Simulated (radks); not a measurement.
The numbers below are computed, except where a source is named.
Spherical quantum dot in the effective-mass picture: electrons in a hard-walled sphere of radius 3.31, with a point charge +2 (a donor) at the centre, all in effective atomic units (hartree* = m*/eps^2 hartree, bohr* = eps/m* bohr), one dielectric constant everywhere. Level of theory: non-relativistic Kohn-Sham, exchange-only LDA, spin-polarised, spherical densities (a radial shooting solver with Libxc functionals). Levels are named by radial order and angular momentum (1s, 1p, 1d, 2s, ...), and open shells are averaged over m.

N = 3, configuration 1s2 1p(up 1, down 0). This is the lowest configuration that the search found. Occupied and some empty levels:

level,occupation,eigenvalue (hartree*),<r> (bohr*)
1s up,1,0.010794,0.9788
1s down,1,0.053242,0.9356
1p up,1,1.0144,1.886
1p down,0,1.1314,1.872
2s up,0,1.2151,1.806
2s down,0,1.3140,1.834
1d up,0,1.6544,2.121
1d down,0,1.7804,2.120
1f up,0,2.3821,2.261
1f down,0,2.5089,2.263

Energy (hartree*): total -1.87354, kinetic 3.6316, external -7.6977, Hartree 3.3317, exchange-correlation -1.1391.
